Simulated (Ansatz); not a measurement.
`C[O][Cu]`, charge 0, multiplicity 1.

**Question.** Give a relaxed structure at PBE0-D4/def2-TZVP (Ansatz). (Estimate.)

**Answer.** Computed: 
Cartesian coordinates in Å:
```
C -0.047 -0.313 0.358
O 0.458 0.889 -0.128
Cu 0.138 1.412 -1.811
H 0.322 -1.200 -0.181
H 0.275 -0.423 1.405
H -1.147 -0.365 0.358
```
Point group Cs.
